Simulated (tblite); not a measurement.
Record of a relaxation.

Species: C₃H₆Al₂Cl₃F.
SMILES with atom numbers: `[CH2:1]=[C:2]([CH3:3])[Al@H-:4]1[Cl+:5][Al@@-:6]([F:7])([Cl:8])[Cl+:9]1` (hydrogens: H10, H11 on C1; H12, H13, H14 on C3; H15 on Al4)
Bond orders are those of one Lewis drawing.

Computed with GFN2-xTB (tblite), gas phase: L-BFGS steps from a force-field or distance-geometry start until the largest atomic force falls under 0.01 eV/Å. 13 of its 110 geometries are shown.

Step 0: E = -823.8009 eV, largest atomic force 2.260 eV/Å
```
atom  x, y, z in Å  |  force x, y, z in eV/Å
C1     -1.811   -1.864    0.067   -1.771   1.133  -0.147
C2     -1.290   -0.640   -0.030    1.598  -0.635   0.153
C3     -2.088    0.593   -0.156   -1.582  -0.068   0.124
Al4     0.661   -0.470    0.026    0.119  -0.962   0.157
Cl5     1.541    0.790   -1.556    0.288  -0.145  -0.165
Al6     3.089    1.288   -0.040    1.975   0.376  -0.069
F7      4.296   -0.034    0.001   -1.588   1.608  -0.021
Cl8     3.900    3.324   -0.147   -0.848  -1.905   0.109
Cl9     1.467    1.023    1.459    0.310  -0.129   0.145
H10    -2.925   -1.929    0.039    0.832  -0.382   0.093
H11    -1.270   -2.769    0.166    0.433  -0.290   0.001
H12    -2.518    0.586   -1.165    0.069   0.455   0.150
H13    -1.510    1.511    0.031   -0.278  -0.321  -0.083
H14    -2.938    0.481    0.552    0.340   0.622  -0.348
H15     1.390   -1.882    0.214    0.103   0.644  -0.098
```

Step 9: E = -824.4976 eV, largest atomic force 0.369 eV/Å
```
atom  x, y, z in Å  |  force x, y, z in eV/Å
C1     -1.837   -1.827    0.067    0.298  -0.144   0.016
C2     -1.271   -0.623   -0.024   -0.282   0.236  -0.034
C3     -2.159    0.601   -0.162    0.317  -0.008   0.003
Al4     0.700   -0.540    0.047    0.037  -0.121   0.002
Cl5     1.643    0.681   -1.569   -0.176  -0.192  -0.120
Al6     3.083    1.325   -0.058    0.163   0.254  -0.018
F7      4.151    0.074    0.015    0.163  -0.186   0.033
Cl8     3.809    3.203   -0.138   -0.122   0.033  -0.014
Cl9     1.587    0.918    1.484   -0.177  -0.172   0.150
H10    -2.905   -1.988    0.054   -0.068   0.015   0.003
H11    -1.234   -2.725    0.154   -0.012   0.167  -0.003
H12    -2.554    0.664   -1.175   -0.049  -0.015  -0.005
H13    -1.567    1.498    0.025   -0.032   0.117  -0.001
H14    -2.986    0.580    0.541   -0.103  -0.052   0.013
H15     1.535   -1.833    0.200    0.043   0.068  -0.026
```

Step 18: E = -824.5537 eV, largest atomic force 0.358 eV/Å
```
atom  x, y, z in Å  |  force x, y, z in eV/Å
C1     -1.805   -1.782    0.069    0.251  -0.144   0.027
C2     -1.265   -0.565   -0.022   -0.318   0.160  -0.039
C3     -2.170    0.644   -0.164    0.193  -0.018  -0.001
Al4     0.702   -0.599    0.049    0.098  -0.101   0.002
Cl5     1.637    0.563   -1.563    0.061   0.060  -0.160
Al6     3.079    1.296   -0.059   -0.072   0.149   0.004
F7      4.173    0.067    0.037    0.144  -0.073   0.013
Cl8     3.670    3.225   -0.153   -0.136  -0.113  -0.008
Cl9     1.580    0.796    1.494    0.045   0.079   0.147
H10    -2.865   -1.993    0.063   -0.010   0.057  -0.005
H11    -1.156   -2.647    0.154   -0.050   0.047   0.007
H12    -2.563    0.696   -1.178   -0.022  -0.015  -0.013
H13    -1.614    1.563    0.026    0.002   0.027   0.021
H14    -3.006    0.592    0.528   -0.064  -0.020   0.014
H15     1.601   -1.849    0.178   -0.123  -0.094  -0.007
```

Step 27: E = -824.6005 eV, largest atomic force 0.247 eV/Å
```
atom  x, y, z in Å  |  force x, y, z in eV/Å
C1     -1.727   -1.715    0.078    0.128  -0.083   0.018
C2     -1.235   -0.477   -0.024   -0.232   0.081  -0.023
C3     -2.181    0.696   -0.165    0.110  -0.009  -0.009
Al4     0.730   -0.653    0.036   -0.042  -0.055  -0.002
Cl5     1.688    0.462   -1.595    0.046  -0.052   0.044
Al6     3.056    1.224   -0.042   -0.012   0.175  -0.016
F7      4.255    0.098    0.069    0.065  -0.028   0.007
Cl8     3.372    3.211   -0.185   -0.005  -0.004   0.005
Cl9     1.613    0.688    1.539    0.044  -0.065  -0.047
H10    -2.777   -1.968    0.076   -0.014   0.015   0.012
H11    -1.041   -2.553    0.167   -0.045   0.033  -0.006
H12    -2.565    0.742   -1.185    0.041  -0.015  -0.027
H13    -1.673    1.638    0.043    0.024  -0.013   0.013
H14    -3.036    0.605    0.503    0.017  -0.054   0.032
H15     1.517   -1.989    0.146   -0.127   0.074  -0.001
```

Step 36: E = -824.6259 eV, largest atomic force 0.138 eV/Å
```
atom  x, y, z in Å  |  force x, y, z in eV/Å
C1     -1.709   -1.692    0.090    0.041   0.017  -0.025
C2     -1.248   -0.446   -0.042   -0.006   0.040   0.059
C3     -2.187    0.721   -0.168   -0.012   0.021  -0.025
Al4     0.707   -0.682    0.021    0.000  -0.017  -0.024
Cl5     1.783    0.357   -1.588   -0.011  -0.021   0.045
Al6     3.078    1.250   -0.041    0.013   0.009  -0.012
F7      4.327    0.176    0.083    0.059   0.071  -0.008
Cl8     3.215    3.256   -0.198    0.011  -0.023   0.012
Cl9     1.689    0.572    1.532   -0.021  -0.009  -0.031
H10    -2.752   -1.978    0.109    0.053   0.009   0.031
H11    -0.983   -2.495    0.170   -0.105  -0.090  -0.001
H12    -2.538    0.784   -1.197   -0.058   0.020  -0.026
H13    -1.688    1.660    0.068    0.022  -0.016   0.040
H14    -3.049    0.601    0.487   -0.022   0.013  -0.040
H15     1.351   -2.076    0.135    0.035  -0.026   0.005
```

Step 45: E = -824.6393 eV, largest atomic force 0.074 eV/Å
```
atom  x, y, z in Å  |  force x, y, z in eV/Å
C1     -1.722   -1.690    0.100   -0.025   0.010  -0.031
C2     -1.258   -0.446   -0.051   -0.029   0.017   0.043
C3     -2.195    0.729   -0.172    0.011   0.010  -0.020
Al4     0.696   -0.728    0.009    0.008   0.064  -0.032
Cl5     1.833    0.300   -1.567    0.011  -0.020  -0.010
Al6     3.104    1.270   -0.041   -0.015  -0.022  -0.021
F7      4.432    0.293    0.076    0.000   0.025   0.000
Cl8     3.174    3.280   -0.191   -0.022  -0.006   0.002
Cl9     1.719    0.523    1.502   -0.005  -0.016   0.036
H10    -2.766   -1.965    0.144   -0.027   0.017   0.020
H11    -1.018   -2.515    0.168   -0.041   0.026   0.006
H12    -2.532    0.825   -1.204    0.030  -0.023  -0.039
H13    -1.694    1.658    0.097    0.025  -0.016   0.033
H14    -3.079    0.610    0.454    0.042  -0.060   0.012
H15     1.303   -2.138    0.136    0.037  -0.005   0.000
```

Step 54: E = -824.6467 eV, largest atomic force 0.068 eV/Å
```
atom  x, y, z in Å  |  force x, y, z in eV/Å
C1     -1.738   -1.666    0.109    0.022  -0.051   0.005
C2     -1.249   -0.434   -0.055   -0.063  -0.021   0.015
C3     -2.184    0.739   -0.174    0.015   0.007  -0.006
Al4     0.702   -0.749   -0.009    0.011   0.056  -0.020
Cl5     1.889    0.229   -1.577   -0.009  -0.004   0.027
Al6     3.100    1.258   -0.040    0.023   0.027  -0.013
F7      4.504    0.397    0.077   -0.043  -0.018   0.003
Cl8     3.051    3.269   -0.193   -0.031   0.010  -0.002
Cl9     1.748    0.457    1.505    0.000  -0.007  -0.011
H10    -2.786   -1.921    0.173   -0.012   0.043   0.002
H11    -1.052   -2.503    0.176    0.001  -0.034   0.008
H12    -2.490    0.852   -1.215    0.030   0.032  -0.016
H13    -1.701    1.664    0.138    0.010   0.003   0.007
H14    -3.082    0.584    0.423    0.007   0.009   0.000
H15     1.283   -2.166    0.121    0.039  -0.054   0.001
```

Step 64: E = -824.6547 eV, largest atomic force 0.084 eV/Å
```
atom  x, y, z in Å  |  force x, y, z in eV/Å
C1     -1.770   -1.671    0.126    0.025  -0.032   0.030
C2     -1.237   -0.461   -0.053   -0.079  -0.005  -0.027
C3     -2.146    0.735   -0.177    0.052   0.044   0.016
Al4     0.716   -0.773   -0.026    0.023   0.043   0.005
Cl5     1.923    0.205   -1.581   -0.046  -0.006   0.005
Al6     3.094    1.284   -0.046   -0.029   0.028   0.001
F7      4.509    0.441    0.077   -0.020   0.036  -0.005
Cl8     2.920    3.291   -0.199    0.016  -0.048  -0.001
Cl9     1.768    0.430    1.495   -0.035  -0.015  -0.009
H10    -2.832   -1.860    0.204   -0.007  -0.028  -0.003
H11    -1.131   -2.544    0.199    0.018   0.014   0.000
H12    -2.390    0.902   -1.228    0.016  -0.011   0.013
H13    -1.662    1.635    0.196    0.046   0.050   0.023
H14    -3.075    0.582    0.372    0.013  -0.014  -0.048
H15     1.310   -2.186    0.103    0.007  -0.055   0.000
```

Step 73: E = -824.6763 eV, largest atomic force 0.122 eV/Å
```
atom  x, y, z in Å  |  force x, y, z in eV/Å
C1     -1.799   -1.663    0.184    0.019  -0.005  -0.061
C2     -1.205   -0.491   -0.054   -0.117  -0.029  -0.019
C3     -2.011    0.773   -0.189    0.016   0.016   0.012
Al4     0.729   -0.884   -0.053    0.054   0.007   0.003
Cl5     1.908    0.126   -1.597   -0.004  -0.006  -0.012
Al6     2.965    1.310   -0.056    0.006  -0.067   0.012
F7      4.463    0.629    0.079   -0.019   0.024  -0.018
Cl8     2.565    3.277   -0.232    0.004   0.064   0.005
Cl9     1.753    0.309    1.488    0.002  -0.007   0.001
H10    -2.868   -1.808    0.285    0.059   0.013   0.015
H11    -1.189   -2.559    0.259   -0.057   0.023   0.024
H12    -2.075    1.065   -1.240    0.050  -0.027   0.062
H13    -1.522    1.585    0.352   -0.043   0.003  -0.033
H14    -3.024    0.644    0.193    0.026   0.002  -0.005
H15     1.306   -2.306    0.042    0.005  -0.013   0.013
```

Step 82: E = -824.6818 eV, largest atomic force 0.048 eV/Å
```
atom  x, y, z in Å  |  force x, y, z in eV/Å
C1     -1.844   -1.666    0.204   -0.013  -0.006   0.007
C2     -1.192   -0.532   -0.059    0.002  -0.002   0.026
C3     -1.926    0.775   -0.193   -0.010  -0.016   0.025
Al4     0.743   -0.938   -0.074    0.023  -0.025   0.005
Cl5     1.908    0.097   -1.611   -0.009   0.002  -0.013
Al6     2.893    1.334   -0.064    0.044  -0.019   0.002
F7      4.431    0.744    0.062   -0.035   0.022  -0.019
Cl8     2.395    3.283   -0.236   -0.001   0.014   0.010
Cl9     1.750    0.261    1.478   -0.002  -0.001   0.009
H10    -2.914   -1.746    0.331   -0.012   0.020  -0.012
H11    -1.291   -2.593    0.297    0.021  -0.011  -0.011
H12    -1.864    1.129   -1.222   -0.004   0.010  -0.023
H13    -1.462    1.531    0.441    0.021   0.027   0.004
H14    -2.975    0.679    0.086   -0.011  -0.014  -0.023
H15     1.344   -2.351    0.020   -0.014  -0.001   0.011
```

Step 91: E = -824.6831 eV, largest atomic force 0.025 eV/Å
```
atom  x, y, z in Å  |  force x, y, z in eV/Å
C1     -1.856   -1.660    0.213    0.005   0.000   0.010
C2     -1.180   -0.540   -0.047    0.006  -0.004  -0.017
C3     -1.893    0.778   -0.192    0.005   0.002  -0.004
Al4     0.752   -0.966   -0.075   -0.001  -0.009   0.007
Cl5     1.907    0.078   -1.615   -0.016   0.002   0.002
Al6     2.862    1.344   -0.069    0.021  -0.009  -0.008
F7      4.417    0.800    0.041   -0.006   0.010  -0.015
Cl8     2.308    3.279   -0.228   -0.002   0.001   0.007
Cl9     1.762    0.231    1.474    0.005   0.002   0.023
H10    -2.929   -1.711    0.338   -0.008  -0.010  -0.017
H11    -1.323   -2.598    0.307    0.000  -0.013   0.006
H12    -1.778    1.149   -1.211   -0.004  -0.002  -0.019
H13    -1.446    1.519    0.472   -0.017   0.008   0.016
H14    -2.956    0.687    0.032    0.019   0.015   0.006
H15     1.346   -2.382    0.019   -0.008   0.006   0.004
```

Step 100: E = -824.6853 eV, largest atomic force 0.034 eV/Å
```
atom  x, y, z in Å  |  force x, y, z in eV/Å
C1     -1.876   -1.663    0.207   -0.007   0.008   0.020
C2     -1.170   -0.555   -0.022    0.004   0.006   0.001
C3     -1.855    0.776   -0.195   -0.013  -0.006   0.010
Al4     0.761   -0.984   -0.029   -0.014   0.002  -0.012
Cl5     1.853    0.084   -1.604   -0.011   0.003   0.000
Al6     2.832    1.356   -0.088    0.033   0.008   0.006
F7      4.395    0.827   -0.042   -0.001   0.008  -0.003
Cl8     2.269    3.293   -0.184   -0.010  -0.026  -0.001
Cl9     1.798    0.220    1.492    0.008   0.005   0.006
H10    -2.954   -1.695    0.290   -0.003  -0.005  -0.018
H11    -1.366   -2.612    0.323    0.007  -0.004  -0.002
H12    -1.691    1.146   -1.208    0.009   0.006  -0.013
H13    -1.436    1.512    0.492    0.022  -0.011   0.000
H14    -2.927    0.699   -0.020   -0.031   0.002   0.000
H15     1.363   -2.396    0.049    0.004   0.003   0.007
```

Step 109: E = -824.6864 eV, largest atomic force 0.007 eV/Å
```
atom  x, y, z in Å  |  force x, y, z in eV/Å
C1     -1.881   -1.660    0.205   -0.003  -0.004  -0.001
C2     -1.169   -0.552   -0.010    0.003   0.004   0.003
C3     -1.849    0.779   -0.197    0.004  -0.001   0.002
Al4     0.761   -0.987   -0.011   -0.003   0.000   0.004
Cl5     1.840    0.077   -1.596   -0.002   0.000  -0.003
Al6     2.833    1.353   -0.090    0.000  -0.001  -0.005
F7      4.407    0.856   -0.083    0.004  -0.001   0.006
Cl8     2.216    3.274   -0.166   -0.002   0.001   0.000
Cl9     1.835    0.199    1.500    0.002   0.001  -0.001
H10    -2.961   -1.692    0.259   -0.004  -0.001   0.002
H11    -1.373   -2.608    0.334    0.003  -0.002  -0.004
H12    -1.661    1.150   -1.206   -0.001  -0.001  -0.005
H13    -1.437    1.511    0.499    0.000   0.001   0.004
H14    -2.925    0.707   -0.043   -0.002   0.003  -0.001
H15     1.358   -2.401    0.067   -0.001   0.002   0.000
```

Question: Summarise the path.

Answer: The energy falls by 20.42 kcal/mol from step 0 to step 109; nine tenths of that is first reached at step 27. It falls at every step. The largest force goes from 2.260 to 0.007 eV/Å. Among the bonds Al6–Cl8 changes most, from 2.195 to 2.019 Å; the atoms move by 0.718 Å rms after alignment.

Question: Follow the three bonds and two angles with the largest change from start to end.

Answer: 
```tsv
step	E above end (kcal/mol)	largest force (eV/Å)	Al6–Cl8 (Å)	Al6–F7 (Å)	Al4–H15 (Å)	C2–Al4–H15 (°)	C3–C2–Al4 (°)
0	20.42	2.260	2.195	1.791	1.600	112.3	117.9
5	6.47	0.514	2.003	1.659	1.529	115.1	121.5
9	4.35	0.369	2.016	1.646	1.547	120.5	123.6
14	3.53	0.235	2.013	1.659	1.538	124.5	125.1
19	2.86	0.336	2.019	1.647	1.547	128.0	129.3
24	2.18	0.246	2.011	1.659	1.549	126.7	132.8
28	1.88	0.349	2.019	1.646	1.552	125.3	134.5
33	1.54	0.156	2.011	1.655	1.536	122.5	135.7
38	1.32	0.124	2.021	1.650	1.545	121.8	135.7
43	1.14	0.105	2.014	1.654	1.542	121.4	136.5
47	1.04	0.090	2.019	1.651	1.544	121.6	136.7
52	0.94	0.055	2.016	1.652	1.541	121.5	137.4
57	0.86	0.072	2.018	1.650	1.544	121.5	137.0
62	0.77	0.065	2.017	1.652	1.540	121.7	136.8
66	0.67	0.119	2.024	1.652	1.540	122.1	134.8
71	0.35	0.174	2.013	1.653	1.542	123.5	133.6
76	0.16	0.111	2.022	1.649	1.537	123.7	132.2
81	0.11	0.064	2.019	1.653	1.538	124.7	131.0
85	0.09	0.022	2.019	1.650	1.537	124.7	130.6
90	0.08	0.026	2.019	1.650	1.538	125.1	130.5
95	0.05	0.041	2.018	1.650	1.538	124.8	130.9
100	0.03	0.034	2.019	1.651	1.537	125.5	129.4
104	0.01	0.022	2.019	1.651	1.536	125.5	129.4
109	0.00	0.007	2.019	1.650	1.537	125.5	129.4
```

What follows is the cost of the whole relaxation. Time: 2.6 s. Hardware: Arm Neoverse N1, one thread, no GPU (shared host).
